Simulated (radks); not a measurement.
The numbers below are computed, except where a source is named.
Ionisation ladder of caesium, from Cs22+ to Cs43+. Each ion is in the ground configuration listed by NIST, and IE = E(next ion) - E(this ion). Level of theory: non-relativistic Kohn-Sham, PBE, spin-polarised, spherical densities, point nucleus; open shells are filled with parallel spins first (spin-orbit coupling, left out, can overturn this in heavy ions); relativity is left out, which matters for an element this heavy (a radial shooting solver on a logarithmic mesh with Libxc functionals).

species,configuration,E (hartree),"IE, Delta-SCF (eV)","IE, NIST (eV)",kind,error (eV)
Cs22+,[Ar] 3d10 4s2 4p3,-7341.6091,702.65,700,theory,+2.6
Cs23+,[Ar] 3d10 4s2 4p2,-7315.7872,736.27,753,theory,-16.7
Cs24+,[Ar] 3d10 4s2 4p1,-7288.7297,769.64,791,theory,-21.4
Cs25+,[Ar] 3d10 4s2,-7260.4460,853.08,875,theory,-21.9
Cs26+,[Ar] 3d10 4s1,-7229.0958,890.92,916.1,semi-emp.,-25.2
Cs27+,[Ar] 3d10,-7196.3549,1601.4,1592,theory,+9.4
Cs28+,[Ar] 3d9,-7137.5037,1683.3,1672,theory,+11.3
Cs29+,[Ar] 3d8,-7075.6444,1766.3,1757,theory,+9.3
Cs30+,[Ar] 3d7,-7010.7343,1850.4,1848,theory,+2.4
Cs31+,[Ar] 3d6,-6942.7347,1935.3,1936,theory,-0.7
Cs32+,[Ar] 3d5,-6871.6129,2046.7,2029,theory,+17.7
Cs33+,[Ar] 3d4,-6796.3973,2136.5,2137,theory,-0.5
Cs34+,[Ar] 3d3,-6717.8811,2227.4,2230,theory,-2.6
Cs35+,[Ar] 3d2,-6636.0244,2319.3,2329,theory,-9.7
Cs36+,[Ar] 3d1,-6550.7912,2412.0,2422,theory,-10.0
Cs37+,[Ar],-6462.1521,2668.9,2683,theory,-14.1
Cs38+,[Ne] 3s2 3p5,-6364.0702,2749.7,2767,theory,-17.3
Cs39+,[Ne] 3s2 3p4,-6263.0204,2829.4,2859,theory,-29.6
Cs40+,[Ne] 3s2 3p3,-6159.0419,2935.5,2945,theory,-9.5
Cs41+,[Ne] 3s2 3p2,-6051.1661,3018.8,3118,theory,-99.2
Cs42+,[Ne] 3s2 3p1,-5940.2286,3100.9,3214,theory,-113.1
Cs43+,[Ne] 3s2,-5826.2724,3270.4,3392,theory,-121.6

Reference values: NIST Atomic Spectra Database (exp. = measured, semi-emp. = semi-empirical, theory = theoretical value adopted there). The ionisation energy per charge of the ion left behind rises most, in proportion, at Cs27+ ([Ar] 3d10), from 32.997 to 57.194 eV. Relativity is left out here, which matters for elements this heavy. Open shells are spherical and high-spin; term and fine-structure splittings are not resolved.
